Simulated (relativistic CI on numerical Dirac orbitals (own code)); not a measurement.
Au⁴⁺: L2,3 absorption edge

Computed with this model: Dirac-Coulomb-Breit CI, separate exchange-only KLI orbitals for each configuration, a model potential for QED, valence Slater integrals scaled by 0.8, multiplet model of core-to-valence dipole absorption; configurations [Xe] 4f14 5d7 → [He] 2s2 2p5 3s2 3p6 3d10 4s2 4p6 4d10 4f14 5s2 5p6 5d8; 300 K; Lorentzian 3 eV and Gaussian 1 eV FWHM. Energies are those of the free ion, without screening or charge transfer. The branching ratio is the share of the lower-energy edge in the whole absorption, uncertain by about 0.02 where the edges overlap. S is read from ⟨S²⟩ = S(S + 1).

Field parameters in Wybourne normalisation: Oh B⁴₀ = 21Dq, B⁴₄ = √(5/14) B⁴₀. The field is a parameter set, without covalency.

Case Oh, 10Dq = 8500 cm⁻¹, the dichroism is that of the ground state at zero temperature, magnetised by exchange field 10 meV on Sz. The dichroism I(Δm = −1) − I(Δm = +1), over the sum of the three polarisations, integrates to -0.2135 on the lower edge and 0.0030 on the upper edge. The branching ratio is 0.943.

(1) Use the orbital sum rule with 3 holes to get ⟨Lz⟩.

Answers

(1) For a p → d edge ⟨Lz⟩ = 2 × n_h × (sum of both integrals) in this sign convention = -1.26; the ground state itself has ⟨Lz⟩ = -1.23 and ⟨Sz⟩ = -0.77. The rule assumes one radial integral for both edges, which relativistic orbitals only approach.
